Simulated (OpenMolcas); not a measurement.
## 2s2 2p2 along the 6-electron sequence

```yaml
Program: OpenMolcas
Method: SS-RASPT2, IPEA 0.25 Eh, imaginary shift 0.1 Eh
Basis: ANO-RCC-VQZP
Scalar_Hamiltonian: DKH2, point nucleus
Spin-orbit_coupling: state interaction with AMFI integrals over the reference wave functions, term energies averaged over their components
```

Active space for each ion: 2 electrons in 9 orbitals (RAS2 2p; RAS3 3s 3d, at most 1 electron); closed shells correlated by CASPT2: 1s 2s.

Computed levels in cm-1 above 3P0:

```csv
Level,O2+,F3+,Ne4+
3P1,111,223,404
3P2,328,653,1168
1D2,20540,25680,30730
1S0,48920,60000,71010
weight of 3P in the lowest level (%),100,100,100
```

Measured, with the error of the calculation in %. Measured levels: O2+ from Moore, Selected Tables of Atomic Spectra, NSRDS-NBS 3, section 11; F3+ from Moore, Atomic Energy Levels, vol. I, NSRDS-NBS 35 (1971 reprint of NBS Circular 467, 1949); Ne4+ from NIST levels in Podobedova, Fuhr, Reader and Wiese, J. Phys. Chem. Ref. Data 33, 525 (2004).

```csv
Level,O2+,F3+,Ne4+
3P1,113 (-1.9),225 (-0.9),412 (-2.1)
3P2,,613 (+6.5),1110 (+5.2)
1D2,20273 (+1.3),25241 (+1.7),30292 (+1.4)
1S0,43186 (+13.3),53544 (+12.1),63914 (+11.1)
```

The fine-structure level 3P2 changes by a factor of 3.56 from O2+ to Ne4+. Its fourth root runs 4.26, 5.06, 5.85, with steps per unit of Z of 0.80, 0.79; equal steps would mean a (Z - σ)^4 law with constant σ.

1D2 changes by a factor of 1.5 over the same range, with steps per unit of Z of +5140, +5050 cm-1.

CASPT2 does not keep the components of a term degenerate, so their means are used; among the terms shown or strongly mixed into the levels shown the widest spread is 87 cm-1 (2s2 2p2 1D, O2+). With the s shell closed, the reference lacks s² → p² mixing. Computed and measured levels are paired by configuration, term and J; levels that our copy of the source lacks, or whose pairing is in doubt (as where it misses far off the trend of its configuration), stay unpaired and out of the deviations. Levels of configurations outside the active space are missing.
